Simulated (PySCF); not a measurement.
States of one metal complex from SC-NEVPT2 in the d shell, PySCF, above the ground state:

| 2S+1 | degeneracy | energy / cm⁻¹ | f (electric dipole) |
| --- | --- | --- | --- |
| 3 | 3 | 0 | – |
| 1 | 3 | 9785 | – |
| 1 | 2 | 10045 | – |
| 3 | 3 | 11063 | 0 |
| 3 | 3 | 20100 | 0 |
| 1 | 1 | 20851 | – |
| 1 | 3 | 22963 | – |
| 3 | 1 | 23425 | 0 |
| 1 | 3 | 25550 | – |
| 1 | 2 | 35488 | – |
| 1 | 1 | 49398 | – |

Q: Which of these complexes, all computed at model or optimised geometries, gave the data?
A. [NiF6]4- (d8, octahedral)
B. [NiI3]- (d8, trigonal planar)
C. CrCl4 (d2, tetrahedral)
D. [Ti(H2O)6]2+ (d2, octahedral)

A: D. [Ti(H2O)6]2+ (d2, octahedral) has 3Tg, then 1Tg at 9785, 1Eg at 10045 cm⁻¹ (NEVPT2). The others: [NiI3]- (d8, trigonal planar) has 3A1'', then 3A2'' at 33, 3E' at 846 cm⁻¹ (NEVPT2); CrCl4 (d2, tetrahedral) has 3A2, then 1E at 12018, 3T2 at 12698 cm⁻¹ (NEVPT2); [NiF6]4- (d8, octahedral) has 3A2g, then 3T2g at 6753, 3T1g at 11673 cm⁻¹ (NEVPT2).

On [Ti(H2O)6]2+: The geometry is a model, and the complex may not exist in this form. The ground state is orbitally degenerate in this regular structure, which would distort (Jahn–Teller). NEVPT2 lifts 3Tg from 9754 to 11063 cm⁻¹; on the d shell alone it tends to overshoot states that fill the eg-type orbitals.
